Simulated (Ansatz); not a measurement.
The same ligand exchange along the group B, Al, Ga.

Computed with Ansatz on PBE0-D4/def2-TZVP structures; ΔE is electronic, products minus reactants. CCSD(T)/CBS adds triple-zeta CCSD(T) − MP2 to the extrapolated MP2 energy (def2 sets, frozen cores). This one scheme is used for every species. DFT in def2-TZVPP. For Br, Ga outer-core shells are correlated without core-valence functions, which leaves a few kJ/mol of doubt a bond. Scalar relativity is left out up to krypton.

```csv
reaction,RPA@PBE/def2-TZVPP (kcal/mol),LDA (SPW92) (kcal/mol),CCSD(T)/def2-SVP (kcal/mol)
`FBBr` + HBr → `BrBBr` + H–F,15.2,15.8,20.0
`[F][AlH][Br]` + HBr → `[Br][AlH][Br]` + H–F,6.7,5.3,7.7
`[F][GaH][Br]` + HBr → `[Br][GaH][Br]` + H–F,-8.5,-9.4,-5.7
```

**Question.** Give the CCSD(T)/CBS values in the same order. (Best estimate.)

**Answer.** Computed: 13.5, 4.5, -11.2 kcal/mol.

Largest T1 diagnostic: 0.012, for `[F][GaH][Br]`.
